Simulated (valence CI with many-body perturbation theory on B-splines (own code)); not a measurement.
# Questions on N I

Calculated by configuration interaction combined with many-body perturbation theory (CI+MBPT): five valence electrons over a frozen Dirac-Fock core [He], radial functions for each j: 9 s, 9 p, 8 d, 6 f, 3 g, 1 h, with the one-electron correlation potential Σ1 (screened to all orders), the two-electron term Σ2, the three-electron term Σ3, Breit, model QED; selected single and double excitations, second order for the rest, scaled by the run's own slope (own B-spline code, finite nucleus).

Set against measurement, 40 paired levels are off by 140 cm⁻¹ on average, the worst by 295. These come from a selection out of the NIST Handbook of Basic Atomic Spectroscopic Data. Levels without a partner in it may be off by more. Among the levels kept, up to 3700 cm⁻¹ of a level comes from second order outside the variational space, and about a tenth of that is noise between levels of different J, which matters for small intervals.

Rates and lifetimes use the calculated energies. Strong lines usually hold to 10 to 20 %, long lifetimes can be off by a factor of two.

(1) What is the ground level?

(2) How well does LS coupling describe the low levels?

(3) What is the ionisation energy?

(4) Where does the other parity begin?

(5) Name the longest-lived excited levels whose lifetime is computed, and their main decay.

Results:

(1) 2s2 2p3 4S°_3/2, composition 96 % 2s2 2p3 4S°, g = 2.002.

(2) Among the lowest 20 levels the leading LS term, summed over configurations, holds 100 % on average. For single configurations the figures are 88 % in LS and 53 % in jj coupling. Terms hardly mix: every one of these levels is at least 95 % one term.

(3) 14.5 eV; NIST lists 14.5341 eV (measured).

(4) At 2s2 2p2 3s 4P_1/2, 83135 cm⁻¹.

(5) 2s2 2p3 2P°_1/2 at 29134 cm⁻¹ lives 10.5 s, mostly by E2 to 2s2 2p3 2D°_3/2; 2s2 2p3 2P°_3/2 at 29113 cm⁻¹ lives 10.1 s, mostly by E2 to 2s2 2p3 2D°_5/2. The lifetime of 2s2 2p3 2D°_5/2 is too uncertain to give, and may be longer. The lifetime of 2s2 2p3 2D°_3/2 is too uncertain to give, and may be longer.
